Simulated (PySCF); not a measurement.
Mayer bond orders and bond lengths

C6H7FO.
SMILES with atom numbers: `[CH2:1]=[CH:2][C@@H:3]1[CH2:4][C:5]([F:6])=[CH:7][O:8]1` (hydrogens: H9, H10 on C1; H11 on C2; H12 on C3; H13, H14 on C4; H15 on C7)

Geometry (GFN2-xTB, Å), atoms numbered from 1 in this order:
```
atom  x, y, z in Å
C1     2.512   -0.700   -0.339
C2     1.380   -0.101   -0.653
C3     0.221    0.059    0.288
C4    -1.014   -0.744   -0.187
C5    -1.979    0.375   -0.445
F6    -3.215    0.149   -0.921
C7    -1.443    1.549   -0.142
O8    -0.171    1.447    0.326
H9     2.681   -1.112    0.643
H10    3.315   -0.808   -1.048
H11    1.219    0.319   -1.636
H12    0.523   -0.216    1.304
H13   -1.385   -1.435    0.573
H14   -0.800   -1.317   -1.092
H15   -1.849    2.540   -0.200
```

Bond orders from the PBE0/pcSseg-1 density (PySCF). Isolated species at its GFN2-xTB geometry (one conformer only).

**Question.** How far do the computed orders between heavy atoms stray from the drawn ones?

**Answer.** The largest departure is 0.244, at C5–C7 (drawn double, 1.756). Drawn single, order below 0.88: O8–C3 (0.857).

**Question.** Set the Mayer orders of the bonds between heavy atoms beside their lengths.

**Answer.** 
```json
{"bond": "C1–C2", "drawn as": "double", "length (Å)": "1.319", "Mayer order": "1.971"}
{"bond": "C2–C3", "drawn as": "single", "length (Å)": "1.501", "Mayer order": "0.983"}
{"bond": "C3–C4", "drawn as": "single", "length (Å)": "1.548", "Mayer order": "1.012"}
{"bond": "C4–C5", "drawn as": "single", "length (Å)": "1.501", "Mayer order": "1.047"}
{"bond": "C5–F6", "drawn as": "single", "length (Å)": "1.343", "Mayer order": "0.955"}
{"bond": "C5–C7", "drawn as": "double", "length (Å)": "1.325", "Mayer order": "1.756"}
{"bond": "C7–O8", "drawn as": "single", "length (Å)": "1.359", "Mayer order": "0.999"}
{"bond": "O8–C3", "drawn as": "single", "length (Å)": "1.443", "Mayer order": "0.857"}
```

By pair of heavy elements: C–C: lowest C2–C3 (0.983, 1.501 Å), highest C1–C2 (1.971, 1.319 Å); in 1 of the 10 pairs the longer bond (by over 0.003 Å) has the higher order (by 0.02 or more). C–O: lowest O8–C3 (0.857, 1.443 Å), highest C7–O8 (0.999, 1.359 Å).

**Question.** And the bonds to hydrogen?

**Answer.** C–H: 0.93 to 0.97 (7 bonds).

**Question.** Sum the orders of all bonds at each heavy atom with more than one neighbour and set the sums beside the valence in the SMILES.

**Answer.** C1 3.875 (drawn 4), C2 3.907 (drawn 4), C3 3.804 (drawn 4), C4 3.918 (drawn 4), C5 3.758 (drawn 4), C7 3.723 (drawn 4), O8 1.856 (drawn 2). Orders between atoms that aren't bonded are not in these sums.

For a closed shell the Mayer order of atoms A and B is Σ (PS)μν (PS)νμ over the basis functions μ on A and ν on B, with P the density and S the overlap matrix.

The run behind these numbers computed NMR shieldings as well. On one thread of an Arm Neoverse N1, shared host, this took 37 s and 0.77 GiB of memory at its peak.
